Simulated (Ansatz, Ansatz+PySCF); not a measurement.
```xyz
2

B     0.0000    0.0000   -0.7869
B     0.0000    0.0000    0.7869
```

Basis set: def2-SVP (spherical functions). Correlated methods keep 2 orbitals frozen. Charge 0, multiplicity 3.

Computed with Ansatz (development build ahead of 0.2.0); each method stands on the lowest determinant of its kind that the runs found. Restricted functionals stand beside restricted open-shell atoms, which can lie above the unrestricted atoms usual in DFT and then raise those values.

Task: Give the atomization energy at this shape (free ground-state atoms in the same class of orbitals less the molecule, no zero-point energy) of triplet B2 by ωB97X (unrestricted), r²SCAN (unrestricted), ωB97X (restricted open-shell), r²SCAN (restricted open-shell), PBE0 (unrestricted), PBE (unrestricted), PBE (restricted open-shell), PBE0 (restricted open-shell), full CI (lowest root of this spin), UHF-CCSDT(Q), UHF-CCSD(T), UHF-CCSD, UHF-MP2, UHF.

Result:

```csv
method,atomization energy
ωB97X (unrestricted),2.84 eV
r²SCAN (unrestricted),3.61 eV
ωB97X (restricted open-shell),2.25 eV
r²SCAN (restricted open-shell),3.14 eV
PBE0 (unrestricted),3.33 eV
PBE (unrestricted),3.53 eV
PBE (restricted open-shell),3.38 eV
PBE0 (restricted open-shell),2.90 eV
full CI (lowest root of this spin),2.82 eV
UHF-CCSDT(Q),2.81 eV
UHF-CCSD(T),2.65 eV
UHF-CCSD,2.48 eV
UHF-MP2,2.74 eV
UHF,2.56 eV
```

Caution for ωB97X (unrestricted), UHF-CCSDT(Q), UHF-CCSD(T), UHF-CCSD, UHF-MP2, UHF: the determinant breaks the point group. Caution for ωB97X (unrestricted), r²SCAN (unrestricted), PBE0 (unrestricted): the unrestricted determinant is spin contaminated. Caution for ωB97X (restricted open-shell): an unrestricted determinant lies well below. Caution for UHF-CCSDT(Q), UHF-CCSD(T), UHF-CCSD, UHF-MP2, UHF: the unrestricted determinant is a mixture of spin states. Caution for UHF-CCSD(T): another reference gives a lower total. Caution for UHF-CCSD(T), UHF-CCSD: the program doubts this total.
